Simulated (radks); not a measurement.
Results of a calculation; reference values are marked as such.
Ionisation of Ho2+, [Xe] 4f11, to Ho3+, [Xe] 4f10, under several functionals. Dirac Kohn-Sham, spin-unpolarised, spherical densities, finite nucleus; open shells fill j = l - 1/2 first; a radial shooting solver on a logarithmic mesh with Libxc functionals.

| functional | E(Ho2+) (hartree) | Exc (hartree) | IE (eV) | -e(HOMO) (eV) | <r> HOMO (bohr) | IE error (eV) |
|---|---|---|---|---|---|---|
| LDA (Slater exchange, Perdew-Zunger correlation) | -12618.5397 | -263.3169 | 25.669 | 17.050 | 0.8518 | +2.879 |
| BLYP | -12627.5007 | -272.3476 | 25.191 | 16.622 | 0.8549 | +2.401 |
| XLYP | -12628.3141 | -273.1678 | 25.224 | 16.663 | 0.8554 | +2.434 |
| OLYP | -12631.2809 | -276.3313 | 25.681 | 16.996 | 0.8482 | +2.891 |
| B86b exchange with PBE correlation | -12627.7092 | -272.5746 | 25.357 | 16.754 | 0.8529 | +2.567 |
| Wu-Cohen GGA | -12625.6412 | -270.4908 | 25.383 | 16.769 | 0.8524 | +2.593 |
| PBE | -12626.6444 | -271.4978 | 25.341 | 16.741 | 0.8531 | +2.551 |

NIST Atomic Spectra Database: 22.79 eV (semi-empirical). Closest: BLYP. The Delta-SCF values span 0.49 eV, the total energies 12.74 hartree. The highest occupied level is 4f7/2. Spin polarisation and multiplet splitting are left out, so open shells lie too high by an amount that depends on their filling.

Beside tabulated values, note that spin-unpolarised runs miss the spin-polarisation part of the exchange energy of open shells.
